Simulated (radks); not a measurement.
The zirconium ion Zr31+, 9 electrons, occupied as [He] 2s2 2p5 (the NIST ground configuration). Method: Dirac Kohn-Sham, exchange-only PBE, spin-unpolarised, spherical densities, finite nucleus; open shells fill j = l - 1/2 first; Fermi nuclear charge, rms radius 4.2694 fm; computed with a radial shooting solver on a logarithmic mesh with Libxc functionals. Some entries of the table are withheld. Estimate them.

orbital  occ.  eigenvalue (eV)  r(max) (bohr)
1s1/2       2        -19656.02        0.02412
2s1/2       2        -4135.970         0.1349
2p1/2       2        -3962.884            (1)
2p3/2       3        -3870.826            (2)
3s1/2       0        -1691.572         0.3598
3p1/2       0        -1634.507         0.3397
3p3/2       0        -1610.563         0.3458

Answer. 
(1) 2p1/2 r(max) (bohr): 0.1048
(2) 2p3/2 r(max) (bohr): 0.1083
